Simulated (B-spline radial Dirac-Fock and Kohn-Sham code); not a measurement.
Z = 16 (sulfur), transition energy 200 keV. Method: a Dirac-Hartree-Slater potential of the neutral atom with a Latter tail (no hole, which puts coefficients of high multipoles low close above an edge), finite nucleus with surface currents. Computed with a radial finite-basis atomic code. Subshells that would emit electrons below 1 keV are left out.

Q: A pure transition shows α(K) = 0.0353, L1/L2 = 36.6 and L1/L3 = 46.4. What is its multipolarity?
A. M1
B. E3
C. M2
D. M4
E. E1
F. E2
G. M3
H. E4

A: G. For comparison, α(K), L1/L2, L1/L3 are E1 0.00132, 213, 111; E2 0.00956, 85.8, 59.3; E3 0.0587, 35.5, 28.7; E4 0.343, 17.8, 15.5; M1 0.00101, 121, 201; M2 0.00604, 61.0, 114; M4 0.207, 24.5, 22.8.
